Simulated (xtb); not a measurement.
xtb input:

```bash
xtb mol.xyz --gfn 2 --sp --chrg -1 --uhf 0
```
mol.xyz:
```
10

Si    -2.63828382     0.04699637     0.10432209
C     -0.81692023     0.88343557     0.12265921
Si     0.38070048    -0.48521840     0.00897674
Cl     2.47103952     0.13331093    -0.12376563
H     -2.52436866    -0.52790957    -1.31643930
H     -2.21972977    -1.27947857     0.77221832
H     -0.73880655     1.56994613    -0.72284904
H     -0.67623540     1.46030563     1.03906026
H      0.24365921    -1.31466912    -1.20548785
H      0.41549753    -1.33998556     1.21537434
```

Question: What final total energy does it print?

Answer: -13.37284 Eh (GFN2-xTB).

It need not be the lowest isomer of its formula. Whether it binds its extra electron was not tested at this geometry.
